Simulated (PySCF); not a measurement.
All values below come from TPSSh-D3(BJ)/def2-TZVP // TPSS-D3(BJ)/def2-SVP in PySCF. Isolated molecules, 0 K electronic values unless said otherwise. One relaxed conformer stands for a flexible species; it need not be the lowest. 

Reference species: [Mo(F)6] (neutral, multiplicity 1).

- LUMO: -6.21 eV
- HOMO–LUMO gap: 5.46 eV
- coordination number: 6
- mean distance from the central atom to its bonded neighbours: 1.840 Å

Changed species: [Mo(F)(OH)5] (5 of 6 F replaced by OH; the reference has 0 of 6 F replaced by OH).

What does the change do to the LUMO, HOMO–LUMO gap, coordination number and mean distance from the central atom to its bonded neighbours?

the LUMO increases by 2.24 eV, to -3.97 eV; the HOMO–LUMO gap falls by 1.26 eV, to 4.20 eV; the coordination number is nearly the same; the mean distance from the central atom to its bonded neighbours rises by 0.070 Å, to 1.910 Å.
